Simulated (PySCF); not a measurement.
C₃H₁₁F₃Si₃, SMILES C[Si](C)(C)[SiH2][Si](F)(F)F, singlet (GFN2-xTB optimised geometry):

```
20

Si     2.289    -0.934     0.000
F      2.936    -0.143     1.228
F      3.149    -2.275     0.008
F      2.939    -0.156    -1.234
Si     0.009    -0.934     0.000
Si    -0.830     1.259     0.000
C     -0.227     2.173     1.567
C     -0.181     2.192    -1.538
C     -2.741     1.264    -0.029
H     -0.420    -1.739     1.159
H     -0.420    -1.741    -1.157
H     -0.542     3.213     1.574
H      0.857     2.160     1.634
H     -0.615     1.710     2.470
H     -0.496     3.232    -1.541
H     -0.542     1.740    -2.457
H      0.904     2.180    -1.573
H     -3.123     0.762    -0.912
H     -3.149     0.754     0.838
H     -3.139     2.275    -0.030
```

Level of theory: CAM-B3LYP/def2-SVP (PySCF).

Question: What are the frontier orbital energies and the dipole moment?

Answer: HOMO-2 -10.27 eV, HOMO-1 -10.25 eV, HOMO -9.62 eV, LUMO 0.61 eV, LUMO+1 0.75 eV; dipole moment 4.16 D.

On the same geometry PySCF 2.14.0 with PBE/def2-SVP gives HOMO-2 -7.57 eV, HOMO-1 -7.57 eV, HOMO -7.17 eV, LUMO -1.28 eV, LUMO+1 -1.17 eV; dipole moment 3.98 D.

Meta-Löwdin charges at CAM-B3LYP/def2-SVP: Si1 1.35, F2 -0.47, F3 -0.46, F4 -0.47, Si5 0.06, Si6 0.72, C7 -0.54, C8 -0.54, C9 -0.53, H10 -0.07, H11 -0.07, H12 0.11, H13 0.11, H14 0.11, H15 0.11, H16 0.11, H17 0.11, H18 0.11, H19 0.11, H20 0.11.
